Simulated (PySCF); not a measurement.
# TDDFT excited states: C4H6O2S

2,3-dihydrothiophene 1,1-dioxide, C4H6O2S.
InChI=1S/C4H6O2S/c5-7(6)3-1-2-4-7/h1,3H,2,4H2

The calculation used PySCF 2.14.0, density-fitted response routines, TDDFT CAM-B3LYP/def2-SVPD, vertical, gas phase, core orbitals frozen in the response. Geometry: PBE0-D3(BJ)/def2-SVP, one conformer, isolated molecule.

| state | λ (nm) | E (eV) | f | main configurations (H = HOMO, L = LUMO) |
| --- | --- | --- | --- | --- |
| S1 | 196.9 | 6.30 | 0.0033 | H-1→L (86%), H→L (10%) |
| S2 | 185.5 | 6.69 | 0.163 | H→L (85%), H-1→L (9%) |
| S3 | 167.8 | 7.39 | 0.025 | H-2→L (95%) |
| S4 | 163.0 | 7.61 | 0.0011 | H→L+1 (42%), H-3→L (38%) |
| S5 | 162.3 | 7.64 | 0.0059 | H→L+1 (44%), H-3→L (43%) |
| S6 | 157.2 | 7.89 | 0.012 | H-1→L+2 (45%), H→L+2 (14%) |
| S7 | 155.5 | 7.97 | 0.030 | H-4→L (29%), H→L+2 (29%) |
| S8 | 153.6 | 8.07 | 0.032 | H-4→L (57%), H→L+2 (15%), H-1→L+1 (14%) |
| S9 | 153.2 | 8.09 | 0.0062 | H-1→L+1 (67%), H-1→L+2 (12%) |
| S10 | 147.2 | 8.42 | 0.0040 | H→L+3 (46%), H→L+5 (19%) |

Triplets (Tamm–Dancoff): T1 4.26 eV, H→L (72%), H-4→L (11%); T2 6.00 eV, H-1→L (91%); T3 7.00 eV, H-2→L (60%), H→L (16%), H-4→L (11%); T4 7.34 eV, H-3→L (80%).

The lowest singlet lies at 6.30 eV (197 nm, vacuum ultraviolet) and is very weak; its leading configuration is HOMO-1→LUMO (86%). The strongest level in the table is S2 at 6.69 eV (185 nm, f = 0.163). Löwdin shares by element: HOMO oxygen 44%, carbon 42% or more; LUMO carbon 72% or more, sulfur 6% (atoms not listed hold the other 23%). Weighted by f, the mean energy of these states is 7.17 eV. The listed states span 2.13 eV, and the widest gap between neighbours is 0.70 eV (S2 to S3). Of the 10 states listed, 5 reach f = 0.01 and none stays under 0.0005. The vertical ionisation energy (ΔSCF) is 10.39 eV, 1.97 eV above S10. The window holds the lowest 10 singlets.
